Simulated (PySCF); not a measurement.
Simulation results for CH6BNSi

Computed with PySCF 2.14.0. Calculation on a computer-drawn molecule: the log of a Hartree-Fock and frozen-core CCSD(T) single point meant for a local Hartree-Fock minimum, with one planted fault or none, to be diagnosed. Offsets are logged minus clean, where the clean run is the same molecule without the fault. The reference is restricted for singlets and unrestricted otherwise, and also for a bond in bohr or an excited solution. Adding or removing an electron swaps singlet and doublet. The excited solution moves the top pair (singlet) or top alpha electron (doublet) to the lowest empty orbital. Highest occupied and lowest empty are orbital energies over both spins, largest force is the largest gradient component, triples share is (T) over the correlation energy, the T1 limit is 0.02 restricted and 0.045 unrestricted, electrons count all cores, a negative frequency is imaginary (commonest isotopes), and the dipole is about the centre of nuclear charge.

CH6BNSi

Logged structure:
```xyz
10
CH6BNSi
B     -1.8357    -1.2155    -0.4977
C     -1.5182     0.3154    -0.4047
Si     0.1588     0.6217     0.3822
N      0.5416     1.1262     1.8197
H     -1.3251    -1.8892    -1.3512
H     -2.5560    -1.7446     0.3024
H     -2.2563     0.8757     0.1733
H     -1.4154     0.7502    -1.4073
H      1.2521     0.3298    -0.5560
H     -0.1188     1.3526     2.5400
```

* meant charge: 0
* meant multiplicity: 1
* meant basis: cc-pV(D+d)Z
* logged electrons: 38
* logged basis functions: 95
* logged SCF converged: yes
* logged spin squared: 0
* logged highest occupied: -3.94 eV
* logged lowest empty: -4.8886 eV
* logged largest force: 0.3104 hartree/bohr
* logged CC converged: no
* logged dipole magnitude: 6.3636 debye
* logged SCF stable within its kind: no
* logged energy HF: -408.90582 hartree
* possible faults: no fault, one electron removed, one electron added, multiplicity raised by two, geometry at a saddle point, SCF held on an excited solution, minimal basis STO-3G, one bond length entered in bohr, all coordinates scaled
* planted fault: withheld

Drawn bonds:
```
atom  other atom  order
   1           2      1
   2           3      1
   3           4      2
   1           5      1
   1           6      1
   2           7      1
   2           8      1
   3           9      1
   4          10      1
```

Notes: CCSD not converged.

**Q.** Which fault was planted in the run of CH6BNSi?
**A.** SCF held on an excited solution

Further results for CH6BNSi:

* HF energy offset from clean run: 303.6 kcal/mol
